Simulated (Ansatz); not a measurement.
Geometry optimisation, RKS BLYP-D4/def2-SVP in Ansatz.

Input file:

```yaml
crystal:
  periodic: [false, false, false]
  atoms:
    - { symbol: Ge, position_ang: [0.0, 0.0, 0.0] }
    - { symbol: H, position_ang: [0.0, 0.0, 1.55] }
    - { symbol: H, position_ang: [1.4616, 0.0, -0.5162] }
    - { symbol: Ge, position_ang: [-1.1304, 1.9584, -0.7992] }
    - { symbol: H, position_ang: [-2.6003, 1.6043, -1.1405] }
    - { symbol: H, position_ang: [-1.1048, 3.0541, 0.2968] }
    - { symbol: H, position_ang: [-0.4177, 2.4843, -2.0712] }
    - { symbol: F, position_ang: [-0.7913, -1.3709, -0.5594] }
basis:
  gaussian: { orbitals: def2-SVP }
hamiltonian:
  xc: blyp
  dispersion: d4
relax:
  f_tol: 0.02
  max_steps: 40
```

Launched with:

```bash
$ ansatz run input.yaml --threads 4 --pin off --max-ram 5120MiB --backend cpu --events-out ev --progress --plain --runs-dir out
```

Q: Where does it end, and by what steps?

A: The forces met the threshold. The force dipped under the threshold on the way, but the program's further checks kept it going. After 11 steps the energy has fallen by 0.206 eV; H7 moved furthest, 0.49 Å.

```csv
step,energy less start (eV),largest force component (eV/Å),accepted
0,0.0000,2.521,yes
1,-0.1424,1.158,yes
2,-0.1844,0.284,yes
3,-0.1923,0.016,yes
4,-0.1900,0.501,no
5,-0.1969,0.123,yes
6,-0.1982,0.211,yes
7,-0.2006,0.167,yes
8,-0.2043,0.009,yes
9,-0.2054,0.015,yes
10,-0.2057,0.040,yes
11,-0.2059,0.019,yes
```

```xyz
8
Properties=species:S:1:pos:R:3
Ge 0.038 0.030 0.058
H -0.336 -0.333 1.528
H 1.587 0.114 -0.106
Ge -1.156 1.997 -0.810
H -2.689 1.779 -0.704
H -0.766 3.253 0.022
H -0.777 2.240 -2.296
F -0.483 -1.350 -0.932
```

Run time: 9.4 s on 4 threads of Arm Neoverse V2, on a shared host, peak memory 0.15 GiB.
